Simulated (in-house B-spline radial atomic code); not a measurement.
Computed with a B-spline radial atomic code. Model: two electrons, singlet ground state, non-relativistic, full CI in B-splines with partial waves to l = 8 (at full coupling up to 3e-4 hartree above the limit, correlation up to 0.6 % small), density held at that of full coupling by Lieb maximisation.

W(λ) is the mean repulsion in the state of coupling λ less the Hartree energy of the fixed density. Its start is exact exchange, its initial slope is twice the second-order Görling-Levy correlation energy, and its area from 0 to 1 is E_xc. A straight curve means weak, dynamic correlation, and a curve that drops fast and flattens means strong correlation.

Command:
```bash
python run_ac.py task.json out
```
Settings (lengths in bohr, energies in hartree):
```
potential              yukawa
strength               7.89
lmax                   8
second                 3.37
```

Time taken, with all properties: 11 s on 1 thread of Intel(R) Xeon(R) Processor @ 2.30GHz, with other jobs on the host.

**W = mean repulsion less Hartree energy, and W of three functionals.**

Given: confinement screened point charge; nuclear charge 7.89; screening of the nucleus 3.37 1/bohr; external potential -Z exp(-k r)/r.

Computed: LDA exchange minus exact 558.15 millihartree; PBE exchange minus exact 41.157 millihartree.

```
coupling  W xc (hartree)  W xc minus exchange (millihartree)  kinetic minus Kohn-Sham (millihartree)  LDA (PW92) W minus its exchange (millihartree)  PBE W minus its exchange (millihartree)  SCAN W minus its exchange (millihartree)
       0         -4.0663                                   0                                       0                                               0                                        0                                         0
    0.02         -4.0682                              -1.936                                       0                                          -15.19                                    -1.74                                     -1.83
    0.05         -4.0711                              -4.832                                     0.1                                          -32.39                                    -4.37                                     -4.56
    0.12         -4.0778                              -11.55                                     0.7                                          -65.13                                   -10.56                                    -10.83
    0.25         -4.0901                             -23.885                                       3                                         -114.29                                   -22.14                                    -22.23
     0.4         -4.1041                             -37.895                                     7.5                                         -161.66                                   -35.51                                    -35.05
     0.6         -4.1225                             -56.212                                    16.7                                         -215.94                                   -53.27                                    -51.66
     0.8               ?                                   ?                                       ?                                               ?                                        ?                                         ?
       1         -4.1579                             -91.649                                      45                                         -306.56                                    -88.2                                    -83.49
     1.4         -4.1918                             -125.58                                    85.6                                         -382.42                                  -122.12                                   -113.68
       2               ?                                   ?                                       ?                                               ?                                        ?                                         ?
       3         -4.3141                             -247.87                                     352                                         -610.56                                  -246.61                                   -221.44
     4.5         -4.4123                             -346.04                                   718.4                                         -766.48                                  -348.13                                   -307.78
       7         -4.5484                             -482.15                                  1494.7                                         -962.86                                  -491.04                                   -428.75
      10         -4.6778                             -611.54                                  2586.6                                         -1138.4                                  -630.09                                   -546.39
```

(1) What belongs in the row 0.8?

(2) What belongs in the row 2?

(3) What is the SCAN exchange minus exact?

**Energy parts, natural occupations and partial-wave weights.**

Computed: total energy -18.7279 hartree; correlation energy -0.04668 hartree; initial slope twice GL2 -0.096939 hartree; kinetic part over minus potential part 0.49066; Hartree energy 8.1325 hartree; Kohn-Sham kinetic 45.333 hartree; Lieb Oxford ratio E_xc over LDA exchange 1.1724.

```tsv
natural	occupation of the shell (electrons)
s	1.9987
s	?
p	0.0005952
d	3.2933e-05
p	2.7907e-05
s	1.583e-05
```

(4) What belongs in the row s?

| wave | weight |
| --- | --- |
| s | 0.99966 |
| p | 0.00031318 |
| d | ? |
| f | 2.8355e-06 |
| g | 6.7655e-07 |

(5) What belongs in the row d?

(6) What is the exchange energy?

(7) What is the kinetic part of the DFT correlation energy?

## Answers

(1) W xc (hartree): -4.1404; W xc minus exchange (millihartree): -74.126; kinetic minus Kohn-Sham (millihartree): 29.2; LDA (PW92) W minus its exchange (millihartree): -263.6; PBE W minus its exchange (millihartree): -70.84; SCAN W minus its exchange (millihartree): -67.8.

(2) W xc (hartree): -4.2401; W xc minus exchange (millihartree): -173.82; kinetic minus Kohn-Sham (millihartree): 167.5; LDA (PW92) W minus its exchange (millihartree): -478.92; PBE W minus its exchange (millihartree): -170.91; SCAN W minus its exchange (millihartree): -156.33.

(3) -23.172 millihartree.

(4) occupation of the shell (electrons): 0.00061445.

(5) weight: 1.8871e-05.

(6) -4.0663 hartree.

(7) 0.044969 hartree.

Half-way to full coupling W has made 51 % of its drop, against 50 % for a straight line, and second-order (GL2) theory, half the initial slope, overshoots the correlation energy by about 4 %: correlation is weak here. Over couplings 0 to 1 the errors in E_xc come to about +425 millihartree for LDA, +44 millihartree for PBE, -19 millihartree for SCAN, so SCAN is nearest. In LDA and SCAN the errors of exchange and correlation have opposite signs, so the sum is smaller than the larger of the two.
